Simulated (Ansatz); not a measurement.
# Molecular dynamics of BClF$_{3}$H

The input (input.yaml):

```yaml
crystal:
  periodic: [false, false, false]
  atoms:
    - { symbol: B, position_ang: [0.013142, -0.231067, 0.025392] }
    - { symbol: F, position_ang: [0.011075, 0.105895, 1.526726] }
    - { symbol: F, position_ang: [1.148006, 0.14737, -0.529529] }
    - { symbol: F, position_ang: [-1.146661, 0.083243, -0.517989] }
    - { symbol: Cl, position_ang: [0.069401, -2.177455, 0.547483] }
    - { symbol: H, position_ang: [0.042339, -1.042686, 1.629518] }
basis:
  gaussian: { orbitals: def2-SVP }
hamiltonian:
  xc: pbe0
  dispersion: d4
md:
  timestep: 0.5
  n_steps: 200
  ensemble: nve
  temperature: 100.0
  initial_velocities: maxwell_boltzmann
  seed: 5837
```

Run as:

```bash
$ ansatz run input.yaml --threads 1 --pin off --max-ram 2048MiB --backend cpu --events-out ev --progress --plain --runs-dir out
```

It starts at the highest image of a converged band, a first-order saddle point between two minima.

Output, in part (step lines, the closing report, with atoms numbered from 0):

```
md step     0: t =     0.00 fs  T =   100.0 K  F+E_penalty+E_count = -21346.41917962 eV  E_kin = 0.051704 eV  conserved = -21346.36747562 eV  (24 SCF iters)
md step     1: t =     0.50 fs  T =   100.3 K  F+E_penalty+E_count = -21346.41931696 eV  E_kin = 0.051842 eV  conserved = -21346.36747488 eV  (31 SCF iters)
md step     2: t =     1.00 fs  T =   100.8 K  F+E_penalty+E_count = -21346.41959737 eV  E_kin = 0.052125 eV  conserved = -21346.36747286 eV  (31 SCF iters)
md step     3: t =     1.50 fs  T =   101.7 K  F+E_penalty+E_count = -21346.42005205 eV  E_kin = 0.052582 eV  conserved = -21346.36747005 eV  (31 SCF iters)
md step     4: t =     2.00 fs  T =   103.0 K  F+E_penalty+E_count = -21346.42072578 eV  E_kin = 0.053259 eV  conserved = -21346.36746645 eV  (31 SCF iters)
md step     5: t =     2.50 fs  T =   104.9 K  F+E_penalty+E_count = -21346.42167765 eV  E_kin = 0.054216 eV  conserved = -21346.36746207 eV  (31 SCF iters)
md step     6: t =     3.00 fs  T =   107.4 K  F+E_penalty+E_count = -21346.42298096 eV  E_kin = 0.055524 eV  conserved = -21346.36745694 eV  (31 SCF iters)
md step     7: t =     3.50 fs  T =   110.8 K  F+E_penalty+E_count = -21346.42472272 eV  E_kin = 0.057271 eV  conserved = -21346.36745128 eV  (31 SCF iters)
[... lines left out ...]
Total energy: -21347.22300887 eV, -784.4959759084 hartree
Atom 0 at     0.017888     0.679963     0.109972 Å, force    -0.055793     1.525698     2.652125 eV/Å
Atom 1 at    -0.002502     1.333891     1.298089 Å, force    -0.015007    -0.811820    -1.365762 eV/Å
Atom 2 at     1.144292     0.497025    -0.470818 Å, force     1.257678    -0.285936    -0.714582 eV/Å
Atom 3 at    -1.087549     0.293531    -0.410341 Å, force    -1.174539    -0.478018    -0.574321 eV/Å
Atom 4 at     0.032265    -3.315860     0.592316 Å, force    -0.071328     0.110233     0.038273 eV/Å
Atom 5 at     0.509232    -4.474998     0.319548 Å, force     0.058989    -0.060157    -0.035732 eV/Å
Dipole moment:     0.108325    -0.341006    -0.131919 e Å
```

The steps, from the saved trajectory:

```tsv
time (fs)	T (K)	potential energy less start (eV)	conserved less start (meV/atom)
0	100	0.000	0.00
3	107	-0.004	0.00
6	148	-0.025	0.01
9	267	-0.086	0.01
12	501	-0.207	0.01
15	844	-0.385	-0.02
18	1133	-0.534	-0.05
21	1297	-0.619	-0.03
24	1458	-0.702	-0.02
27	1612	-0.782	-0.06
30	1584	-0.767	-0.03
33	1496	-0.722	0.00
36	1514	-0.731	0.00
39	1593	-0.772	-0.03
42	1590	-0.771	-0.01
45	1620	-0.786	0.01
48	1771	-0.864	-0.03
51	1828	-0.894	-0.05
54	1714	-0.835	-0.01
57	1645	-0.799	0.01
60	1697	-0.826	-0.03
63	1679	-0.817	-0.03
66	1590	-0.770	0.01
69	1654	-0.804	0.00
72	1800	-0.879	-0.05
75	1775	-0.866	-0.02
78	1694	-0.824	0.00
81	1690	-0.822	-0.01
84	1680	-0.817	-0.03
87	1577	-0.764	0.00
90	1562	-0.756	0.02
93	1709	-0.832	-0.04
96	1752	-0.854	-0.04
99	1671	-0.812	0.00
```

All steps were run. The conserved energy stayed within 0.058 meV per atom of its start (net change 0.0052 meV per atom), so the integration is sound. The kinetic energy rose, since the run started high on the potential surface and went downhill. It ends in pieces (BF3 + ClH), so much of that is their flight and rotation, not heat. A run of 0.1 ps of so small a system gives no equilibrium averages. The orbitals stay closed-shell, which can raise the energy where a bond breaks towards radicals; this wasn't checked here.

Between its relaxed ends the band would form B1–Cl5, F2–H6 and break B1–F2, Cl5–H6. These pairs go: B1–Cl5 2.02 → 4.02 Å, F2–H6 1.15 → 5.91 Å, B1–F2 1.54 → 1.36 Å, Cl5–H6 1.57 → 1.28 Å. In the last frame they stand as before the step (other bonds may differ from the relaxed reactants and products). It ends as BF3 + ClH. Pairs count as bonded within 1.25 times the sum of covalent radii (0.12 Å more for H–H).

Last frame:

```xyz
6
Properties=species:S:1:pos:R:3
B 0.018 0.680 0.110
F -0.003 1.334 1.298
F 1.144 0.497 -0.471
F -1.087 0.293 -0.410
Cl 0.032 -3.316 0.592
H 0.509 -4.475 0.320
```

Run time: 8.3 min on 1 thread of Arm Neoverse V1, with other jobs on the host, peak memory 0.17 GiB.
